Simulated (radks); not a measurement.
The numbers below are computed, except where a source is named.
Ionisation of the iodine ion I3+, [Kr] 4d10 5s2 5p2, to [Kr] 4d10 5s2 5p1 as the strength of local exchange is varied. Level of theory: scalar-relativistic Kohn-Sham, Slater X-alpha exchange (alpha = 2/3 is LDA exchange), no correlation, spin-polarised, spherical densities, finite nucleus; open shells are filled with parallel spins first (spin-orbit coupling, left out, can overturn this in heavy ions); Fermi nuclear charge, rms radius 4.75 fm (a radial shooting solver on a logarithmic mesh with Libxc functionals).

alpha  E(I3+) (hartree)  exchange (hartree)  IE (eV)  -e of the level emptied (eV)  <r> of it (bohr)
0.626       -7092.89201          -158.67030   38.613                   33.608 (5p)             2.133
0.667       -7103.31803          -169.29289   39.241                   34.232 (5p)             2.118
0.823       -7143.11775          -209.96901   41.678                   36.656 (5p)             2.066
0.912       -7165.91616          -233.35850   43.101                   38.075 (5p)             2.038
1.008       -7190.58274          -258.73677   44.661                   39.634 (5p)             2.008

NIST Atomic Spectra Database: 40.36 eV (measured). The Delta-SCF value meets it near alpha = 0.74. Open shells are spherical and high-spin; term and fine-structure splittings are not resolved. Spin-orbit splitting is averaged out at the scalar-relativistic level.
